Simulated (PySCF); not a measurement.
HgI, SMILES [Hg+][I], charge +1. Atoms are numbered in the order given.

```xyz
2

Hg     0.0000     0.0000    -1.0187
I      0.0000     0.0000     1.5376
```
Charge +1, spin multiplicity 1.

Geometry optimised at r2SCAN-D4/def2-TZVP. The spin state was assumed, not searched. The def2 effective core potentials stand for the cores of Hg, I; spin–orbit coupling is left out.

The numbers are results of r2SCAN-D4/def2-TZVP run with PySCF 2.14.0, not measurements.

Frequencies are harmonic and unscaled.

Task: Estimate the vibrational spectrum. (Estimate from the structure and the level; the computed values follow.)

Result: 
```json
[
 {"mode": "1", "ν (cm⁻¹)": "192", "IR (km/mol)": "0.0", "Raman (Å⁴/amu)": "7.0", "depolarisation": "0.23", "moving atoms (share of kinetic energy)": "I 61 %, Hg 39 %"}
]
```
